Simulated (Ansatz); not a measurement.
`C[Si](C)(Cl)CCC(F)(F)C(F)(F)C(F)(F)C(F)(F)C(F)(F)C(F)(F)F` with charge -1. Total charge -1; doublet. Geometry r2SCAN-D4/def2-SVP, that of the neutral singlet; atoms count from 1.

Cartesian coordinates in Å:
```
C -2.469 3.450 1.498
Si -0.681 3.400 2.038
C -0.515 3.009 3.858
Cl 0.151 5.291 1.703
C 0.316 2.199 0.983
C -0.138 0.743 1.103
C 0.684 -0.169 0.215
F 1.993 -0.135 0.575
F 0.604 0.242 -1.078
C 0.208 -1.639 0.270
F 0.130 -1.997 1.574
F -1.034 -1.704 -0.262
C 1.072 -2.743 -0.399
F 0.459 -3.914 -0.140
F 2.279 -2.753 0.196
C 1.349 -2.686 -1.929
F 2.051 -3.807 -2.207
F 2.123 -1.620 -2.188
C 0.118 -2.658 -2.874
F -0.392 -1.416 -2.899
F -0.819 -3.516 -2.432
C 0.460 -3.055 -4.335
F 1.539 -2.393 -4.754
F -0.572 -2.735 -5.114
F 0.680 -4.362 -4.431
H -2.963 2.478 1.665
H -2.553 3.697 0.427
H -3.028 4.211 2.064
H -1.038 3.763 4.469
H -0.952 2.025 4.096
H 0.542 2.999 4.168
H 1.379 2.283 1.268
H 0.250 2.528 -0.068
H -1.193 0.618 0.806
H -0.041 0.370 2.134
```

Single mean-field runs in def2-TZVP are fitted with def2-universal-jkfit. The highest occupied level of the charge -1 doublet lies above zero (up to 2.64 eV). By energy differences it is unbound by 1.52 eV (vertical, to the charge 0 singlet, at PBE0-D4/def2-TZVP) and held by the finite basis.

(1) Estimate the Mulliken populations of the heavy atoms from the PBE0/def2-TZVP orbitals of Ansatz.

(2) Where does the spin sit?

(3) And the Mayer bond orders between bonded heavy atoms (over 0.3)?

## Answers

(1) 
```json
{"atom": "C1", "charge (e)": "-0.07", "spin (α − β)": "-0.41"}
{"atom": "Si2", "charge (e)": "0.33", "spin (α − β)": "0.16"}
{"atom": "C3", "charge (e)": "-0.03", "spin (α − β)": "-0.44"}
{"atom": "Cl4", "charge (e)": "-0.31", "spin (α − β)": "0.00"}
{"atom": "C5", "charge (e)": "-0.30", "spin (α − β)": "-0.01"}
{"atom": "C6", "charge (e)": "-0.03", "spin (α − β)": "-0.25"}
{"atom": "C7", "charge (e)": "0.27", "spin (α − β)": "0.06"}
{"atom": "F8", "charge (e)": "-0.19", "spin (α − β)": "0.00"}
{"atom": "F9", "charge (e)": "-0.18", "spin (α − β)": "0.00"}
{"atom": "C10", "charge (e)": "0.26", "spin (α − β)": "0.04"}
{"atom": "F11", "charge (e)": "-0.17", "spin (α − β)": "0.00"}
{"atom": "F12", "charge (e)": "-0.16", "spin (α − β)": "-0.01"}
{"atom": "C13", "charge (e)": "0.29", "spin (α − β)": "0.14"}
{"atom": "F14", "charge (e)": "-0.16", "spin (α − β)": "0.00"}
{"atom": "F15", "charge (e)": "-0.15", "spin (α − β)": "0.01"}
{"atom": "C16", "charge (e)": "0.17", "spin (α − β)": "0.07"}
{"atom": "F17", "charge (e)": "-0.16", "spin (α − β)": "0.00"}
{"atom": "F18", "charge (e)": "-0.15", "spin (α − β)": "0.00"}
{"atom": "C19", "charge (e)": "0.23", "spin (α − β)": "0.09"}
{"atom": "F20", "charge (e)": "-0.14", "spin (α − β)": "0.00"}
{"atom": "F21", "charge (e)": "-0.16", "spin (α − β)": "0.00"}
{"atom": "C22", "charge (e)": "0.37", "spin (α − β)": "0.06"}
{"atom": "F23", "charge (e)": "-0.15", "spin (α − β)": "0.00"}
{"atom": "F24", "charge (e)": "-0.15", "spin (α − β)": "0.00"}
{"atom": "F25", "charge (e)": "-0.15", "spin (α − β)": "0.00"}
```
Mulliken values and Mayer orders depend strongly on the basis.

(2) Summed by element: C -0.66, Si 0.16, Cl 0.00, F -0.01, H 1.51, of 1 unpaired in all. Largest on single atoms: C3 -0.44, C1 -0.41, C6 -0.25.

(3) C1–Si2 0.80 (1.87 Å); Si2–C3 0.78 (1.87 Å); Si2–Cl4 1.08 (2.09 Å); Si2–C5 0.97 (1.88 Å); C5–C6 0.99 (1.53 Å); C6–C7 0.92 (1.52 Å); C7–F8 1.06 (1.36 Å); C7–F9 1.04 (1.36 Å); C7–C10 0.96 (1.55 Å); C10–F11 1.05 (1.35 Å); C10–F12 1.06 (1.35 Å); C10–C13 0.97 (1.55 Å); C13–F14 1.09 (1.35 Å); C13–F15 1.08 (1.35 Å); C13–C16 0.98 (1.56 Å); C16–F17 1.05 (1.35 Å); C16–F18 1.09 (1.34 Å); C16–C19 0.96 (1.55 Å); C19–F20 1.08 (1.34 Å); C19–F21 1.07 (1.35 Å); C19–C22 0.96 (1.55 Å); C22–F23 1.16 (1.33 Å); C22–F24 1.13 (1.33 Å); C22–F25 1.16 (1.33 Å). Values over 0.3 also appear between atoms too far apart for a bond (C1–C3 0.32 at 3.10 Å); they arise where an orbital or an unpaired electron spreads over both atoms.
